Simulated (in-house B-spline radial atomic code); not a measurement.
Ionising C V (C4+) with different functionals

Computed with an all-electron radial atomic-structure program (B-spline basis): non-relativistic Hamiltonian, point nucleus, spin-polarised at highest spin, spherical fractional occupations for the functionals, the average over the highest-spin determinants for Hartree-Fock. The ionisation energy is the difference of two self-consistent energies, 1s2 → 1s1, without Breit or QED terms; ε is the level of the shell that loses the electron (its least bound occupied spin orbital).

```
           method                    rung  ΔSCF (eV)  -ε(1s) (eV)
     Hartree-Fock            Hartree-Fock     390.79       392.30
    HF fractional            Hartree-Fock     390.79       392.30
         LDA VWN5                     LDA     388.09       354.67
         LDA PW92                     LDA     388.06       354.65
LDA exchange-only                     LDA     384.53       352.15
              PBE                     GGA     391.21       357.58
           PBEsol                     GGA     389.54       356.03
             BLYP                     GGA     391.99       358.20
             RPBE                     GGA     391.97       357.98
             PW91                     GGA     391.55       357.98
             BP86                     GGA     392.29       358.01
             AM05                     GGA     389.04       355.06
             OLYP                     GGA     392.05       358.15
             TPSS                meta-GGA     392.20       360.21
             SCAN                meta-GGA          ?            ?
           r2SCAN                meta-GGA     392.07       361.37
            M06-L                meta-GGA     392.79       361.74
          revTPSS                meta-GGA     392.25       360.73
             PBE0           global hybrid     391.38       366.47
            B3LYP           global hybrid     392.05       365.21
            TPSSh           global hybrid     392.19       363.50
           M06-2X           global hybrid     392.40       374.89
        BHandHLYP           global hybrid     392.07       375.83
          r2SCAN0           global hybrid     392.04       369.25
            B97-1           global hybrid     392.20       365.45
            HSE06  range-separated hybrid     391.43       366.08
            wB97X  range-separated hybrid          ?            ?
        CAM-B3LYP  range-separated hybrid     391.78       367.09
          LC-wPBE  range-separated hybrid     391.32       363.71
```

Task: What does wB97X give?

Result: ΔSCF 393.01 eV, and -ε(1s) = 367.48 eV.

Task: What does SCAN give?

Result: ΔSCF 392.07 eV, and -ε(1s) = 361.37 eV.

Task: Among the functionals, which spreads more, the ΔSCF values or the orbital energies?

Result: The orbital energies: ΔSCF values span about 8.47 eV and the orbital energies 23.67 eV.

Task: How do they compare with the NIST value?

Result: NIST lists 392.091 eV (tabulated theory, ground level to ground level). Errors run from -7.56 to +0.91 eV; SCAN is closest (-0.02 eV), though others lie within the uncertainty of it, and part of that can be cancellation, since the calculations leave out relativity, Breit-QED terms. Hartree-Fock also lacks correlation.
